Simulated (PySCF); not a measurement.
Cu⁺ (copper, charge +1): UHF calculation

Configuration: [Ar] 3d10, closed-shell 1S. All numbers are calculated (PySCF 2.14, the spin-free X2C one-electron Hamiltonian (Gaussian nucleus), in aug-cc-pVDZ-DK (7s6p4d2f, 59 functions)).

```
Total energy                        : -1652.906512 hartree
One-electron energy                 : -2298.5541 hartree
Hartree (Coulomb) energy            : 712.1208 hartree
Exchange energy                     : -66.4732 hartree
⟨S²⟩                                : 0.0000
⟨L²⟩                                : 0.000
Sum of ⟨r⟩                          : 17.59 bohr
Sum of ⟨r²⟩                         : 18.64 bohr²
Langevin diamagnetic susceptibility : -14.8 ×10⁻⁶ cm³/mol
Time after the integrals            : 0.39 s of wall time on 1 thread of Neoverse-N1 (shared host)
```

```tsv
shell	electrons	mean orbital energy (eV)	rms radius, mean of both spins (bohr)
1s	2	-9055.7	0.0601
2s	2	-1142.0	0.254
2p	6	-982.78	0.228
3s	2	-148.83	0.767
3p	6	-100.17	0.819
3d	10	-21.801	1.14
```

Densities and radii are taken from the X2C orbitals without a picture-change correction, which distorts them close to the nucleus.
